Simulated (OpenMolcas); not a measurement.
Au5+ among 4 point charges of -2 e arranged as a tetrahedron (Td).

```
Program             : OpenMolcas
Method              : CASSCF
Basis               : ANO-RCC-VTZP [8s7p5d3f1g]
Scalar Hamiltonian  : DKH2, point nucleus
Active space        : 6 electrons in 5 orbitals (5d)
State averaging     : 2S+1 = 5 even, 5 roots; 2S+1 = 3 even, 45 roots; 2S+1 = 1 even, 50 roots
Spin-orbit coupling : RASSI with atomic mean-field integrals over the reference wave functions
```

All point charges move together. At R = 2.02 Å |10Dq| is 2324 cm-1, and at R = 2.19 Å it is 1611 cm-1.

Question: A third run gives 2850 cm-1. What distance was it run at?

Answer: With a power law R^-n the two known points give n = -ln(1611 / 2324) / ln(2.19 / 2.02) = 4.53. Then R = 2.02 × (2324 / 2850)^(1/4.53) = 1.931 Å. The run was at 1.93 Å, so the estimate is off by +0.001 Å.

An orbital doublet at a regular site is open to a Jahn-Teller distortion, which this geometry leaves out. Without dynamic correlation the repulsion within the d shell is too large (B by tens of per cent), so at a given field states of lower spin stand too high. Point charges give a weaker field than real ligands, and real ions of this kind are as a rule low spin; the high spin found here belongs to the model. The ground term spreads over less than 5000 cm-1, several times less than with real ligands, so orbital moments are less quenched and χT lies further from the spin-only value than at real sites. Spin-orbit coupling mixes the spin-free states strongly: the lowest level takes only 56 % from its leading state, 5E (figures for R = 1.93; the like holds for R = 2.02, R = 2.19). Point charges carry no covalency, so the field is a model and not that of real ligands. No measured value stands beside these numbers.
